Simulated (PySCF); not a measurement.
C₂H₇MgNSe, SMILES [SeH][Mg][N](C)C. Atoms are numbered in the order given.

```xyz
12

Mg    -0.2977     0.0022     0.0000
N     -2.2160     0.0032     0.0000
C     -3.0294    -0.0014    -1.1967
C     -3.0294    -0.0014     1.1967
H     -3.6971    -0.9002    -1.2621
H     -3.7063     0.8903    -1.2612
H     -2.4060     0.0023    -2.1180
H     -3.7063     0.8903     1.2612
H     -3.6971    -0.9002     1.2621
H     -2.4060     0.0023     2.1180
Se     2.1444     0.0420     0.0000
H      2.1481    -1.4460     0.0000
```

Coordinates come from a PBE-D3(BJ)/def2-SVP optimisation. Other conformers were not sampled.

All values below come from r2SCAN/def2-TZVP run with PySCF.

Symmetry labels are those of the subgroup Cs that the program uses (full group Cs).

Q: List the valence orbital energies around the gap with their symmetry. (Estimate from the structure and the level; the computed values follow.)

A: 
| orbital | symmetry | energy (eV) |
|---|---|---|
| HOMO−7 | A" | -10.83 |
| HOMO−6 | A' | -9.51 |
| HOMO−5 | A" | -9.28 |
| HOMO−4 | A" | -8.87 |
| HOMO−3 | A' | -7.63 |
| HOMO−2 | A' | -6.93 |
| HOMO−1 | A" | -5.94 |
| HOMO | A' | -4.60 |
| LUMO | A' | -1.62 |
| LUMO+1 | A' | -0.50 |
| LUMO+2 | A" | -0.33 |
| LUMO+3 | A' | 0.09 |
